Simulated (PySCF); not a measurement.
**Electron correlation in Nb¹⁴⁺ (niobium, charge +14)**

Starting occupation: [Ar] 3d9, 3d3/2 with m_j = -3/2, -1/2, +1/2, +3/2, 3d5/2 with m_j = -3/2, -1/2, +1/2, +3/2, +5/2. All numbers are calculated (PySCF 2.14, X2C-1e with screened-nucleus spin-orbit coupling, Gaussian nucleus, in an even-tempered Gaussian basis (17 s from 1.2 bohr⁻², ratio 2.8; 13 p from 1.5 bohr⁻², ratio 2.8; 8 d from 1.5 bohr⁻², ratio 2.8; 4 f from 8.2 bohr⁻², ratio 3)). Frozen: [Ne]; 17 electrons correlated; the 76 highest virtual spinors left out.

MP2 pair energies summed by pair of shells (mhartree):

```tsv
pair	energy	share (%)
3d3/2-3d5/2	-154.91	25.1
3d5/2-3d5/2	-85.89	13.9
3d5/2-3p3/2	-78.85	12.8
3d3/2-3p3/2	-59.04	9.6
3d3/2-3d3/2	-54.00	8.7
3d5/2-3p1/2	-30.09	4.9
3d5/2-3s1/2	-25.63	4.2
3p3/2-3p3/2	-24.93	4.0
3p1/2-3p3/2	-24.87	4.0
3d3/2-3p1/2	-22.86	3.7
3d3/2-3s1/2	-20.59	3.3
3p3/2-3s1/2	-17.17	2.8
3p1/2-3s1/2	-8.31	1.3
3p1/2-3p1/2	-5.94	1.0
3s1/2-3s1/2	-4.27	0.7
```

Total MP2 correlation energy: -617.38 mhartree.

At this charge the one-electron X2C treatment keeps the bare 1/r₁₂, with no two-electron picture change or Breit term. The effect here is smaller than on the frozen 1s shell.
